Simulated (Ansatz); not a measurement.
C₂H₅FSSi (`C=C(F)S[SiH3]`), charge 0, multiplicity 1.

Question: Give a relaxed structure at PBE0-D4/def2-TZVP (Ansatz). (An estimate is asked.)

Answer: Computed: 
Z-matrix (Å, degrees):
```
Si
S 1 2.151
H 1 1.483 2 103.3
H 1 1.483 2 110.2 3 -118.6
H 1 1.481 2 112.0 3 118.4
C 2 1.754 1 99.9 3 170.9
F 6 1.342 2 114.3 1 42.9
C 6 1.322 2 125.3 1 -139.9
H 8 1.082 6 120.1 2 -174.4
H 8 1.080 6 120.2 2 5.0
```
This is one stationary point; other conformers may exist.
